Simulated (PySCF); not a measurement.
A GIAO shielding run with PySCF 2.14 (density fitting, non-relativistic, gas phase) on SMILES ClC1=CO[SiH2]OC1, C3H5ClO2Si:

```
$ OMP_NUM_THREADS=1 python probes_run.py task.json out

{"job": {"kind": "nmr", "xc": "PBE0", "basis": "def2-SVP", "pop": true}, "charge": 0, "multiplicity": 1}
Cl     2.649035     0.896567    -0.704855
C      1.184589     0.174936    -0.123990
C      1.175859    -1.117735     0.240126
O      0.084252    -1.784260     0.685202
Si    -1.421680    -1.074220     0.417338
O     -1.139627     0.556598     0.487010
C      0.022343     1.128985    -0.063723
H      2.084244    -1.724660     0.193282
H     -1.903235    -1.499465    -0.925288
H     -2.341214    -1.464766     1.507439
H     -0.179026     1.522869    -1.078621
H      0.308089     1.994784     0.558571
```

Hardware: 1 thread of an Arm Neoverse V1, shared host. The job also computes population analyses, field gradients, ring-centre shieldings.

Q: How large is the calculation?

A: 70 electrons, 131 basis functions and 772 auxiliary functions.

Q: How long does it take, and how much memory does it need?

A: 13 s of wall time, with 14 SCF cycles and 5 response iterations; peak memory 0.69 GiB. Times on a shared host scatter by some tens of per cent.

Q: And these other runs on the same molecule and hardware: GIAO shielding at B97-2/pcSseg-1; GIAO shielding at BHandHLYP/pcSseg-1; GIAO shielding at BLYP/pcSseg-1; GIAO shielding at BP86/pcSseg-1; GIAO shielding at KT3/pcSseg-1; GIAO shielding at LDA/pcSseg-1?

A: B97-2/pcSseg-1: 158 functions, 18 s; BHandHLYP/pcSseg-1: 158 functions, 17 s; BLYP/pcSseg-1: 158 functions, 25 s; BP86/pcSseg-1: 158 functions, 25 s; KT3/pcSseg-1: 158 functions, 26 s; LDA/pcSseg-1: 158 functions, 22 s.
